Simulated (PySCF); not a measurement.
All values below come from PySCF with PBE0-D3(BJ)/def2-TZVP. Gas-phase values, no solvent. One relaxed conformer stands for a flexible species; it need not be the lowest. Delta-SCF ions had no search for a lower state. 

Reference species (SMILES): `O[SiH](O)O` (neutral, multiplicity 1).

* **vertical ionisation energy (Delta-SCF)**: 11.17 eV
* **HOMO–LUMO gap**: 9.66 eV

Changed species: `O[Si](O)(O)O` (0 of 4 OH replaced by H; the reference has 1 of 4 OH replaced by H).

Problem. Predict the effect on the vertical ionisation energy (Delta-SCF) and HOMO–LUMO gap.

Solution. the vertical ionisation energy (Delta-SCF) rises by 0.18 eV, to 11.35 eV; the HOMO–LUMO gap falls by 0.06 eV, to 9.60 eV.
